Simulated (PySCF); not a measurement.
PySCF job for CH₅Si, SMILES [SiH2]C, multiplicity 2, TPSSh-D3(BJ)/def2-TZVP. Geometry: TPSSh-D3(BJ)/def2-TZVP. The isomer is the one that the SMILES or the coordinates give; other isomers of the formula were not compared.

```python
import numpy as np
from pyscf import gto, scf, dft, df
from pyscf.hessian import thermo

mol = gto.M(
    atom='''
    C    -1.20258370    0.02928108   -0.00000000
    Si    0.67569336   -0.10115611    0.00000000
    H    -1.62826073   -0.44948027   -0.88485406
    H    -1.62826073   -0.44948027    0.88485406
    H    -1.51334639    1.07966217    0.00000000
    H     1.26283150    0.52989871   -1.21258339
    H     1.26283151    0.52989872    1.21258339
    ''',
    basis='def2-TZVP',
    charge=0,
    spin=1,
    max_memory=1600,
    verbose=3,
)
mf = dft.UKS(mol, xc='tpssh').density_fit(auxbasis='def2-universal-jkfit')
mf.disp = 'd3bj'
mf.grids.level = 4
mf.conv_tol = 1e-11
mf.max_cycle = 100
mf.kernel()
fine, coarse = mf.grids, dft.Grids(mol).set(level=1).build(with_non0tab=True)
for _ in range(3):  # follow internal instabilities
    mf.grids = coarse
    mo, _, stable, _ = mf.stability(return_status=True, nroots=4)
    mf.grids = fine
    if stable:
        break
    mf.kernel(mf.make_rdm1(mo, mf.mo_occ))

# [left out here: the lines that compute and print the analytic Hessian (its translational invariance restored by hand, since the grid's response is missing), thermochemistry and intensities]
```

Log of the run:

```

WARN: HOMO -0.173581402625441 >= LUMO -0.173581402625448

converged SCF energy = -330.610473194142  <S^2> = 0.75245407  2S+1 = 2.0024526
<class 'pyscf.df.df_jk.DFUKS'> wavefunction is stable in the internal stability analysis

WARN: MGGA Hessian is sensitive to dft grids. grids.level 4 may not be dense enough.


WARN: DFTD3 does not support analytical Hessian, using finite difference


WARN: Mole.unit (angstrom) is changed to Bohr

Mode                                 0                   1                   2
Irrep
Freq [cm^-1]                      183.4065            520.2393            563.7782
Reduced mass [au]                   1.0170              1.0257              1.0585
Force const [Dyne/A]                0.0202              0.1636              0.1982
Char temp [K]                     263.8811            748.5085            811.1512
Normal mode                   x     y     z       x     y     z       x     y     z
       0   C                -0.00 -0.00 -0.00    0.00 -0.00 -0.01   -0.02  0.04 -0.00
       1  Si                 0.00  0.00  0.02    0.00 -0.00 -0.02   -0.01  0.03 -0.00
       2   H                 0.06  0.36 -0.23   -0.35  0.02  0.15    0.17 -0.18  0.02
       3   H                -0.06 -0.36 -0.23    0.35 -0.02  0.15    0.17 -0.18 -0.02
       4   H                -0.00 -0.00  0.41    0.00  0.00  0.20   -0.49 -0.11  0.00
       5   H                -0.03 -0.42 -0.21    0.53 -0.14  0.16    0.36 -0.40 -0.03
       6   H                 0.03  0.42 -0.21   -0.53  0.14  0.16    0.36 -0.40  0.03
Mode                                 3                   4                   5
Irrep
Freq [cm^-1]                      688.0811            847.8416            887.3675
Reduced mass [au]                   4.5311              1.2738              1.2857
Force const [Dyne/A]                1.2640              0.5395              0.5965
Char temp [K]                     989.9955           1219.8552           1276.7242
Normal mode                   x     y     z       x     y     z       x     y     z
       0   C                 0.21 -0.00 -0.00   -0.01 -0.11 -0.00   -0.00 -0.00 -0.12
       1  Si                -0.11  0.01  0.00   -0.01  0.05 -0.00   -0.00 -0.00  0.04
       2   H                 0.24 -0.03  0.00   -0.23  0.18 -0.04   -0.47 -0.00  0.12
       3   H                 0.24 -0.03 -0.00   -0.23  0.18  0.04    0.47  0.00  0.12
       4   H                 0.15 -0.02  0.00    0.52  0.06 -0.00    0.00  0.00  0.20
       5   H                -0.08 -0.07 -0.02    0.18 -0.35 -0.10   -0.33  0.06 -0.09
       6   H                -0.08 -0.07  0.02    0.18 -0.35  0.10    0.33 -0.06 -0.09
Mode                                 6                   7                   8
Irrep
Freq [cm^-1]                      939.3564           1284.7991           1462.2221
Reduced mass [au]                   1.0627              1.2132              1.0499
Force const [Dyne/A]                0.5525              1.1799              1.3226
Char temp [K]                    1351.5248           1848.5398           2103.8120
Normal mode                   x     y     z       x     y     z       x     y     z
       0   C                 0.00 -0.02  0.00   -0.12  0.02  0.00   -0.00 -0.00  0.06
       1  Si                -0.04 -0.01 -0.00    0.00 -0.00 -0.00    0.00 -0.00  0.00
       2   H                -0.01  0.01 -0.01    0.47 -0.16 -0.17   -0.25  0.40 -0.06
       3   H                -0.01  0.01  0.01    0.47 -0.16  0.17    0.25 -0.40 -0.06
       4   H                 0.13  0.01 -0.00    0.48  0.17 -0.00   -0.00 -0.00 -0.71
       5   H                 0.47  0.29  0.39   -0.02 -0.01 -0.03   -0.02 -0.00 -0.00
       6   H                 0.47  0.29 -0.39   -0.02 -0.01  0.03    0.02  0.00 -0.00
Mode                                 9                  10                  11
Irrep
Freq [cm^-1]                     1467.8235           2195.6578           2215.7530
Reduced mass [au]                   1.0529              1.0297              1.0538
Force const [Dyne/A]                1.3365              2.9247              3.0482
Char temp [K]                    2111.8712           3159.0627           3187.9752
Normal mode                   x     y     z       x     y     z       x     y     z
       0   C                 0.01  0.06  0.00    0.00 -0.00 -0.00    0.00 -0.00 -0.00
       1  Si                -0.00  0.00  0.00   -0.02 -0.02 -0.00   -0.00 -0.00  0.04
       2   H                -0.21 -0.48  0.38   -0.01  0.00  0.00    0.00  0.00  0.00
       3   H                -0.21 -0.48 -0.38   -0.01  0.00 -0.00   -0.00 -0.00  0.00
       4   H                 0.31  0.13 -0.00   -0.00 -0.01 -0.00   -0.00  0.00 -0.00
       5   H                 0.01 -0.02 -0.01    0.28  0.28 -0.58    0.27  0.29 -0.56
       6   H                 0.01 -0.02  0.01    0.28  0.28  0.58   -0.27 -0.29 -0.56
Mode                                12                  13                  14
Irrep
Freq [cm^-1]                     3017.9736           3088.8620           3110.1800
Reduced mass [au]                   1.0368              1.0960              1.1005
Force const [Dyne/A]                5.5638              6.1612              6.2722
Char temp [K]                    4342.1920           4444.1847           4474.8565
Normal mode                   x     y     z       x     y     z       x     y     z
       0   C                -0.04  0.02  0.00   -0.02 -0.08  0.00    0.00  0.00  0.09
       1  Si                 0.00  0.00  0.00    0.00 -0.00  0.00    0.00  0.00  0.00
       2   H                 0.16  0.21  0.37    0.20  0.21  0.43   -0.27 -0.30 -0.54
       3   H                 0.16  0.21 -0.37    0.20  0.21 -0.43    0.27  0.30 -0.54
       4   H                 0.19 -0.71 -0.00   -0.18  0.59 -0.00    0.00 -0.00  0.02
       5   H                -0.00 -0.00  0.00    0.00  0.00 -0.00    0.00  0.00 -0.00
       6   H                -0.00 -0.00 -0.00    0.00  0.00  0.00   -0.00 -0.00 -0.00
temperature 298.1500 [K]
pressure 101325.00 [Pa]
Rotational constants [GHz] 72.99766 11.65564 11.10201
Symmetry number 1
Zero-point energy (ZPE) 0.05120 [Eh]   134420.433 [J/mol]
                           tot       elec      trans        rot        vib
Entropy [J/mol/K]       267.852      5.763    156.259     88.110     17.720
Cv [J/mol/K]             53.841      0.000     12.472     12.472     28.897
Cp [J/mol/K]             62.155      0.000     20.786     12.472     28.897
Internal energy [J/mol]                      3718.434   3718.434 137801.798
Internal energy [Eh]   -330.55515  -330.61047
Enthalpy [J/mol]                             6197.391   3718.434 137801.798
Enthalpy [Eh]          -330.55421
Gibbs free energy [J/mol]                  -40391.222 -22551.450 132518.634
Gibbs free energy [Eh] -330.58463
mode   freq/cm-1   IR/(km/mol)
   1      183.41         0.056
   2      520.24         4.964
   3      563.78         9.854
   4      688.08        17.469
   5      847.84        66.639
   6      887.37        36.928
   7      939.36        92.635
   8     1284.80         4.703
   9     1462.22         4.498
  10     1467.82         3.648
  11     2195.66        80.439
  12     2215.75       143.060
  13     3017.97         6.781
  14     3088.86         6.536
  15     3110.18         7.548
max |gradient| / (hartree/bohr): 2.8649410851428565e-06
APT charges: [-0.2268  0.6711  0.0101  0.0101 -0.0131 -0.2257 -0.2257]
```

The calculation finished and met its thresholds.
